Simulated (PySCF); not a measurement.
## Working out the ionisation energy of Cl⁺

Cl⁺ [Ne] 3s2 3p4 (3P) → Cl²⁺ [Ne] 3s2 3p3 (4S). All numbers are calculated (PySCF 2.14, the spin-free X2C one-electron Hamiltonian (Gaussian nucleus), in aug-cc-pCVTZ-DK). Frozen: nothing. Energies in hartree (1 hartree = 27.21139 eV):

```json
{"part": "UHF", "Cl⁺ (lower)": "-460.463105", "Cl²⁺ (upper)": "-459.633612"}
{"part": "MP2 opposite-spin", "Cl⁺ (lower)": "-0.340700", "Cl²⁺ (upper)": "-0.314309"}
{"part": "MP2 same-spin", "Cl⁺ (lower)": "-0.124866", "Cl²⁺ (upper)": "-0.121186"}
```

Task: What does Hartree-Fock give?

Result: (-459.633612) − (-460.463105) = 0.829493 hartree = 22.572 eV.

Task: What do MP2 and SCS-MP2 (6/5 opposite-spin, 1/3 same-spin) give?

Result: The opposite-spin parts differ by 0.718 eV and the same-spin parts by 0.100 eV. MP2: 22.572 + (0.718) + (0.100) = 23.390 eV. SCS-MP2: 22.572 + 1.2 × (0.718) + (0.100)/3 = 23.467 eV.

Measured between the centres of the two terms (NIST): 23.771 eV, so MP2 (all electrons) is off by -0.381 eV.

What remains against the reference includes basis incompleteness and correlation beyond second order.
